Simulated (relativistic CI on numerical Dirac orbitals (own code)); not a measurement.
Forbidden transitions in Gd VIII

Method of calculation: Dirac-Coulomb-Breit CI, KLI orbitals optimised for each configuration, model QED, unscaled Slater integrals (own radial code, finite nucleus).

Configurations in the expansion (outside the closed core [Kr] 4d10 5s2): 4f6 5p3. The list is cut by size and lacks configurations that can hold low levels.

```tsv
λ vac (nm)	Lower	Upper	Type	A (s⁻¹)	E lower (cm⁻¹)	E upper (cm⁻¹)
273.34	4f6 5p3 10F°_11/2 [5]	4f6 5p3 8D°_9/2 [23]	M1	3.39e+01	5764.8	42349.8
287.35	4f6 5p3 10F°_9/2 [4]	4f6 5p3 8D°_7/2 [21]	M1	5.85e+01	4532.9	39333.4
288.96	4f6 5p3 10F°_5/2 [2]	4f6 5p3 8D°_5/2 [20]	M1	2.90e+01	1381.5	35988.0
301.26	4f6 5p3 10F°_3/2 [1]	4f6 5p3 8D°_3/2 [19]	M1	5.22e+01	0.0	33194.1
302.99	4f6 5p3 10F°_7/2 [3]	4f6 5p3 8D°_5/2 [20]	M1	6.89e+01	2983.9	35988.0
314.34	4f6 5p3 10F°_5/2 [2]	4f6 5p3 8D°_3/2 [19]	M1	5.03e+01	1381.5	33194.1
315.02	4f6 5p3 10F°_3/2 [1]	4f6 5p3 8H°_3/2 [16]	M1	4.40e+01	0.0	31744.5
332.46	4f6 5p3 10F°_5/2 [2]	4f6 5p3 8H°_5/2 [14]	M1	1.76e+01	1381.5	31459.9
349.45	4f6 5p3 10F°_7/2 [3]	4f6 5p3 8H°_7/2 [15]	M1	1.60e+01	2983.9	31600.0
351.73	4f6 5p3 10F°_9/2 [4]	4f6 5p3 8D°_9/2 [18]	M1	1.04e+01	4532.9	32963.8
380.97	4f6 5p3 10F°_9/2 [4]	4f6 5p3 8F°_11/2 [13]	M1	7.28e+00	4532.9	30781.6
383.43	4f6 5p3 10F°_13/2 [6]	4f6 5p3 8F°_13/2 [17]	M1	2.95e+01	6493.2	32573.9
385.54	4f6 5p3 10F°_15/2 [7]	4f6 5p3 8F°_13/2 [17]	M1	1.74e+01	6636.0	32573.9
399.73	4f6 5p3 10F°_11/2 [5]	4f6 5p3 8F°_11/2 [13]	M1	2.67e+01	5764.8	30781.6
411.65	4f6 5p3 10F°_9/2 [4]	4f6 5p3 8F°_9/2 [12]	M1	1.40e+01	4532.9	28825.3
411.72	4f6 5p3 10F°_13/2 [6]	4f6 5p3 8F°_11/2 [13]	M1	2.03e+01	6493.2	30781.6
433.64	4f6 5p3 10F°_11/2 [5]	4f6 5p3 8F°_9/2 [12]	M1	3.20e+01	5764.8	28825.3
461.33	4f6 5p3 10F°_9/2 [4]	4f6 5p3 8F°_7/2 [11]	M1	3.90e+01	4532.9	26209.5
461.96	4f6 5p3 10F°_5/2 [2]	4f6 5p3 8F°_3/2 [9]	M1	3.33e+01	1381.5	23028.4
469.78	4f6 5p3 10F°_7/2 [3]	4f6 5p3 8F°_5/2 [10]	M1	3.81e+01	2983.9	24270.6
```

Terms are leading LS components. Brackets give the number of a level in order of energy, since labels repeat. The list gives strong lines, with weight on those to low levels, among the lowest 200 of 5539 levels, so that lines to higher ones, which can be the strongest, are missing. Levels whose partners in the same complex of configurations lie outside the list can be far off, and so can their lines. Rates are taken at the computed energies, electric ones in the length gauge.

At this charge configurations can still be misplaced by up to about 7 % of their energy. Terms inside the open d or f shell come out 10 to 20 % too wide with unscaled integrals. Levels and lines within the n = 5 or 6 shells can be off by up to 10 % or somewhat more, and those that change n by about 2 %, since core polarisation is missing.

LS names give the leading component of a level, which can be under half, so a name can repeat, a term be missing and a line seem to break the LS rules.
